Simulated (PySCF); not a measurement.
H4O, SMILES [OH4+2], charge +2.

Geometry: r2SCAN-D4/def2-TZVPD.

Lowest vertical singlet excitation by several levels in PySCF, with rough processor times relative to the cheapest run on one machine. Each run also gave further roots (ADC and EOM-CCSD ionised and attached states too); roots are paired by order and the bases differ. EOM-CCSD serves as a yardstick, not as the true value; all levels that ended soundly for this molecule are listed, with differences from unrounded values.

| level | relative cost |
|---|---|
| TDDFT-PBE/def2-TZVPD | 1 |
| TDDFT-LC-ωPBE/def2-TZVPD | 2 |
| EOM-CCSD/aug-cc-pVDZ | 4 |
| TDDFT-M06-2X/def2-TZVPD | 9 |

Computed S1 at each level and its distance from EOM-CCSD:
```tsv
level	S1 (eV)	S1 minus EOM-CCSD (eV)
TDDFT-PBE/def2-TZVPD	17.37	-1.03
TDDFT-LC-ωPBE/def2-TZVPD	18.17	-0.22
EOM-CCSD/aug-cc-pVDZ	18.40	0.00
TDDFT-M06-2X/def2-TZVPD	17.86	-0.54
```
